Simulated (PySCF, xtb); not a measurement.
Si(H)2(OH)(NMe2) (C2H9NOSi), SMILES CN(C)[SiH2]O.

GFN2-xTB in xtb at its own geometry gives an orbital gap of 5.42 eV and a dipole moment of 1.56 D.

Geometry optimised at r2SCAN-D4/def2-SVP. Other conformers were not sampled.

Problem. What does PBE/def2-TZVP in PySCF give? (Estimate from the structure and the level; the computed values follow.)

Solution. gap 4.96 eV (levels -5.18 and -0.22 eV), dipole 1.96 D.
